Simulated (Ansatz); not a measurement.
Isolated molecules relaxed with PBE0-D4/def2-TZVP in Ansatz; ΔE leaves out vibrations. CCSD(T)/CBS is the MP2 limit (def2-TZVPP, def2-QZVPP) plus CCSD(T) − MP2 in def2-TZVPP, frozen cores. Functionals use def2-TZVPP. HSE06 is defined as in plane-wave codes. Each species was taken in one conformer, which may not be the lowest.

`N#CC[SiH3]` → `N=C1C[SiH2]1`  (isomerisation)

```json
{"level": "revPBE-D4", "ΔE (kJ/mol)": "148.8"}
{"level": "r2SCANh-D4", "ΔE (kJ/mol)": "159.6"}
{"level": "HSE06-D4", "ΔE (kJ/mol)": "152.3"}
{"level": "r2SCAN0", "ΔE (kJ/mol)": "162.3"}
{"level": "RPA@PBE/def2-TZVPP", "ΔE (kJ/mol)": "185.8"}
{"level": "HF/def2-SVP", "ΔE (kJ/mol)": "223.0"}
{"level": "HF/def2-QZVPP", "ΔE (kJ/mol)": "221.1"}
{"level": "CCSD/CBS(def2)", "ΔE (kJ/mol)": "183.5"}
```

Question: What does CCSD(T)/CBS give? (Estimate.)

Answer: Ansatz gave: +178.0 kJ/mol. The listed levels differ from it by -29.2, -18.4, -25.7, -15.7, 7.8, 45.0, 43.1, 5.5 kJ/mol.

Largest T1 diagnostic among the species: 0.014.

From BLYP to BHLYP (50 % exact exchange), in def2-TZVPP and without D4, ΔE moves by +15.4 kJ/mol. In def2-TZVPP, CCSD(T) changes the Hartree–Fock value by −37.7 kJ/mol (the triples alone add −5.5 kJ/mol) and MP2 by −29.5 kJ/mol.
